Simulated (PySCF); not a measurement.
CH₆Cl₂OSi₂, SMILES Cl[Si](C)(Cl)[SiH2]O.

Coordinates come from a PBE0-D3(BJ)/def2-SVP optimisation. This is a generated structure with no PubChem entry under its InChIKey; it may be hypothetical. Other conformers were not sampled.

These are PySCF with TDDFT-M06-2X/def2-SVPD values and carry that method's errors.

Vertical excitations. The molecule is in vacuum.

```tsv
state	energy (eV)	λ (nm)	f	main pairs
S1	5.97	208	0.023	HOMO→LUMO 92 %
S2	6.52	190	0.037	HOMO→LUMO+1 90 %
S3	7.28	170	0.049	HOMO→LUMO+2 59 %, HOMO−2→LUMO 17 %
S4	7.42	167	0.045	HOMO−2→LUMO 38 %, HOMO→LUMO+2 27 %, HOMO−3→LUMO 14 %, HOMO−1→LUMO 10 %
S5	7.70	161	0.218	HOMO→LUMO+3 48 %, HOMO→LUMO+4 19 %, HOMO→LUMO+5 16 %
S6	7.75	160	0.014	HOMO−3→LUMO 43 %, HOMO−1→LUMO+1 15 %, HOMO−2→LUMO+1 7 %, HOMO−2→LUMO 7 %
S7	7.81	159	0.015	HOMO−1→LUMO 55 %, HOMO−2→LUMO 17 %
S8	7.92	157	0.024	HOMO−1→LUMO+1 24 %, HOMO→LUMO+4 10 %, HOMO→LUMO+7 10 %, HOMO−4→LUMO 8 %
S9	8.04	154	0.022	HOMO−3→LUMO+1 22 %, HOMO−2→LUMO+1 17 %, HOMO→LUMO+5 16 %, HOMO−4→LUMO 11 %
S10	8.15	152	0.007	HOMO−4→LUMO+1 37 %, HOMO−4→LUMO 17 %, HOMO→LUMO+5 9 %, HOMO−3→LUMO+1 8 %
T1	5.46	227	0	HOMO→LUMO 88 %
T2	5.92	209	0	HOMO→LUMO+1 87 %
T3	6.89	180	0	HOMO→LUMO+3 37 %, HOMO→LUMO+2 24 %, HOMO→LUMO+5 10 %, HOMO→LUMO+9 6 %
T4	7.04	176	0	HOMO−2→LUMO 43 %, HOMO−3→LUMO 17 %, HOMO−1→LUMO 11 %
```
Triplets are in the Tamm–Dancoff approximation, which puts them higher than full response would, so one can lie above its singlet here.
